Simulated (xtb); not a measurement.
ClH5SSi2, SMILES [SiH3]S[SiH2]Cl. All values are semi-empirical tight-binding results from xtb (GFN2-xTB unless named), good for trends rather than for accurate numbers. Geometry optimised at GFN2-xTB. This is a generated structure with no PubChem entry under its InChIKey; it may be hypothetical. Other conformers were not sampled.

Optimised geometry:

Bonded distances (Å): Si1–S2 2.156, Si1–H5 1.456, Si1–H6 1.458, Si1–H7 1.451, S2–Si3 2.143, Si3–Cl4 2.012, Si3–H8 1.455, Si3–H9 1.449. Angles (°): S2–Si1–H5 108.4, S2–Si1–H6 107.7, S2–Si1–H7 102.3, H5–Si1–H6 111.1, H5–Si1–H7 113.3, H6–Si1–H7 113.3, Si1–S2–Si3 105.1, S2–Si3–Cl4 111.7, S2–Si3–H8 108.9, S2–Si3–H9 103.4, Cl4–Si3–H8 108.0, Cl4–Si3–H9 110.5, H8–Si3–H9 114.3.
Charge 0, spin multiplicity 1.

Computed properties:
- orbital gap = 4.44 eV
- zero-point energy = 27.8 kcal/mol
- G − E(el) at 298.15 K (modified RRHO) = 7.0 kcal/mol
- static polarisability (D4 model) = 91.9 bohr³
- solvation energy, GFN2-xTB/ALPB(water) = 0.8 kcal/mol
- solvation energy, GFN2-xTB/ALPB(thf) = -4.0 kcal/mol

Computed atomic charges and the Wiberg bond orders between heavy atoms:
charges (e) Si1 0.49, S2 -0.45, Si3 0.52, Cl4 -0.23, H5 -0.07, H6 -0.08, H7 -0.07, H8 -0.06, H9 -0.05. Bond orders Si1–S2 0.92, S2–Si3 0.98, Si3–Cl4 1.12.
